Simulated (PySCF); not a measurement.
trifluoro(methoxy)methane (C₂H₃F₃O), SMILES COC(F)(F)F. Coordinates come from a PBE0-D3(BJ)/def2-SVP optimisation.

Method: PBE0-D3(BJ)/def2-SVP (PySCF).

Harmonic wavenumbers (cm⁻¹): 91, 160, 268, 445, 456, 604, 633, 677, 882, 1147, 1179, 1201, 1232, 1302, 1366, 1466, 1482, 1487, 3064, 3162, 3209. Rotational constants (GHz): 5.499, 3.087, 3.065; symmetry number 1.

Question: Work out the zero-point energy and the ideal-gas rigid-rotor harmonic-oscillator thermochemistry at 298.15 K and 1 atm.

Answer: ZPE = ½ Σ hcν = ½ × 25512 cm⁻¹ = 152.60 kJ/mol. H − E(el) = 170.27 kJ/mol. Entropy in J/(mol K): translation 166.19, rotation 109.73, vibration 45.88, total 321.80. G − E(el) = 74.32 kJ/mol. Cp = 87.83 J/(mol K). Modes under 150 cm⁻¹ make the vibrational entropy uncertain.
